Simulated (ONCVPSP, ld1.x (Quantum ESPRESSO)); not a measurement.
# Potentials for O compared

Generated with ld1.x 7.5 (TM, RRKJ, ultrasoft, PAW), atompaw 4.2 or ONCVPSP 4.0.1. The cutoff is in Ry: for ld1.x and atompaw files where the sum of valence levels is converged to 10 mRy in a Bessel basis, for ONCV files where the hardest occupied wave has 1 mHa per electron of residual kinetic energy. The error is the largest all-electron minus pseudo excitation energy over each file’s own four to seven test configurations (ionisations up to +4, promotions, holes and added fractions of an electron), all of which were solved. The labels leave out finer settings (local radius, basis sizes, second energies), which also bear on the numbers. Spin-polarised tests are not counted. The rows are a selection from randomly drawn settings: files with unsolved tests, undetermined cutoffs or missed reference levels are left out.

```csv
potential,cutoff (Ry),largest error (meV),bound ghosts
"ONCV, PBEsol, non-relativistic, rc 0.65/1.35 (sp), local s, core correction no, reference 2s2 2p4, qcut 9.7/8.4, projectors 0/2",84,+691,none
"ONCV, LDA (Perdew-Wang 92), scalar-relativistic, rc 1.10/1.54 (sp), local smoothed, core correction yes, reference 2s2 2p3.5, qcut 9.1/10.8, projectors 2/2",62,+667,none
"ONCV, PBE, non-relativistic, rc 0.70/1.80/1.85 (spd), local s, core correction yes, reference 2s1.75 2p4.25, qcut 9.6/8.6/6.2, projectors 0/3/3",83,+4218,none
```

(1) Fill in the row for O: ultrasoft, revPBE, scalar-relativistic, rc 0.75/1.90 (sp), local smoothed, core correction no, reference 2s2 2p3.5.

(2) Fill in the row for O: ultrasoft, PBE, fully relativistic, rc 0.95/1.30/1.15 (spd), local smoothed, core correction yes, reference 2s2 2p4.

(3) Fill in the row for O: TM, LDA (PZ), scalar-relativistic, rc 0.60/1.35 (sp), local s, core correction yes, reference 2s1 2p5.

Results:

(1) cutoff 55 Ry, largest error +460 meV, bound ghosts: none.

(2) cutoff 40 Ry, largest error +158 meV, bound ghosts: none.

(3) cutoff 160 Ry, largest error +708 meV, bound ghosts: none.
